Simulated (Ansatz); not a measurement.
Stepwise reaction of boron trichloride with ammonia, as a gas-phase model of exchange steps in deposition or etching. ΔE in kJ/mol.

Computed with Ansatz on PBE0-D4/def2-TZVP structures; ΔE is electronic, products minus reactants. CBS: MP2 limit from def2 TZ/QZ plus the TZ coupled-cluster correction, frozen cores. This one scheme is used for every species. Functionals use def2-TZVPP. B3LYP here is the variant with VWN-RPA as its local correlation; programs differ in this. Each species was taken in one conformer, which may not be the lowest.

```json
{"step": "1", "reaction": "`ClB(Cl)Cl` + NH₃ → `NB(Cl)Cl` + HCl", "PBE-D4": "-43.9", "B3LYP-D4": "-51.2", "ωB97M-V": "-50.8", "CCSD(T)/CBS": "-49.3"}
{"step": "2", "reaction": "`NB(Cl)Cl` + NH₃ → `NB(N)Cl` + HCl", "PBE-D4": "-5.2", "B3LYP-D4": "-11.4", "ωB97M-V": "-10.5", "CCSD(T)/CBS": "-9.5"}
{"step": "3", "reaction": "`NB(N)Cl` + NH₃ → `NB(N)N` + HCl", "PBE-D4": "28.1", "B3LYP-D4": "23.1", "ωB97M-V": "24.0", "CCSD(T)/CBS": "23.0"}
```

(1) By hand: ΔE of the 3 steps together at CCSD(T)/CBS.

## Answers

(1) (-49.3) + (-9.5) + (23.0) = -35.8 kJ/mol, or -11.9 kJ/mol a step.

In ΔE each step is higher than the one before. PBE-D4 differs from CCSD(T)/CBS by 4.3 to 5.4 kJ/mol a step. Isolated molecules leave out the surface, adducts and barriers. Largest T1 diagnostic: 0.011.
